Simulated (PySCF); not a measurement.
**Electron correlation in Hf²⁺ (hafnium, charge +2)**

[Xe] 4f14 5d1 6s1, high-spin 3D determinant (an excited configuration). All numbers are calculated (PySCF 2.14, the spin-free X2C one-electron Hamiltonian (Gaussian nucleus), in x2c-TZVPPall with one added diffuse shell each of s, p, d, f type (12s8p8d4f1g, 113 functions)). Frozen: [Xe] 4f14; 2 electrons correlated.

With two correlated electrons CCSD is exact within the correlated space (frozen core and kept virtual orbitals).

```
level  correlation energy (mhartree)
 CCSD                          -5.14
```

Diagnostics: T1 = 0.044, D1 = 0.0874, largest double amplitude 0.022.

Question: Is a single reference adequate?

Answer: Largely. T1 is above 0.03 while the doubles stay small, so the singles mainly relax the orbitals.
